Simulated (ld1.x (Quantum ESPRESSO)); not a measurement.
**Which setting gave this result? (cobalt, TM)**

Base potential:

| Property | Result |
| --- | --- |
| Element | Co (Z = 27) |
| Generator | ld1.x (Quantum ESPRESSO) 7.5 |
| Type | norm-conserving Troullier–Martins (Kleinman–Bylander form) |
| Functional | PBEsol |
| Relativity | scalar-relativistic |
| Frozen core | [Ne] |
| Valence charge | 17 |
| Reference configuration | 3s2 3p6 3d7 4s2 4p0 |
| Partial waves | 3p (bound): rc 1.25 bohr; 3d (bound): rc 1.10 bohr; 3s (bound): rc 1.30 bohr |
| Local potential | the s channel |
| Core correction | none |

Occupied shells without a wave of their own: 4s. They enter only through the test configuration that unscreens the potential.

Cutoffs, loose and tight: the cutoffs (Ry, on a coarse ladder) from which the occupation-weighted sum of valence levels, in a spherical-Bessel basis at the reference potential, stays within 10 and 1 mRy of its value at 400 Ry. They do not see the model core or the augmentation charge, which bear on the density cutoff. Test errors are all-electron minus pseudo excitation energies from the reference, over the configurations 3s2 3p6 3d7 4s1 4p0; 3s2 3p6 3d7 4s0 4p0; 3s2 3p6 3d6 4s0 4p0; 3s2 3p6 3d6 4s2 4p1; 3s2 3p6 3d7 4s1 4p1; 3s2 3p6 3d5 4s0 4p0; 3s2 3p6 3d8 4s0 4p0; variants that change the core or the reference have their own tests.

Only the scale of all radii (base = 1) is moved (2 further runs of the sweep failed or gave no value and are left out):

```json
{"scale of all radii (base = 1)": "0.76", "bound ghosts": "none", "largest test error (meV)": "-1506", "median size of the test errors": "435.8 meV"}
{"scale of all radii (base = 1)": "0.9", "bound ghosts": "none", "largest test error (meV)": "-4204", "median size of the test errors": "1257.1 meV"}
{"scale of all radii (base = 1)": "0.98", "bound ghosts": "none", "largest test error (meV)": "-6767", "median size of the test errors": "2085.5 meV"}
{"scale of all radii (base = 1)": "1.04", "bound ghosts": "none", "largest test error (meV)": "-8265", "median size of the test errors": "2595.1 meV"}
{"scale of all radii (base = 1)": "1.11", "bound ghosts": "none", "largest test error (meV)": "-9810", "median size of the test errors": "3144.4 meV"}
{"scale of all radii (base = 1)": "1.17", "bound ghosts": "none", "largest test error (meV)": "-12505", "median size of the test errors": "3983.1 meV"}
{"scale of all radii (base = 1)": "1.23", "bound ghosts": "none", "largest test error (meV)": "-14203", "median size of the test errors": "4483.5 meV"}
```

One more run gave bound ghosts: none; largest test error (meV): -2397; median size of the test errors: 701.6 meV. Which value of the scale of all radii (base = 1) was used?

0.82. The median size of the test errors moves one way along this sweep, from 435.8 meV at 0.76 to 4483.5 meV at 1.23, which places the run between 0.76 and 0.9.
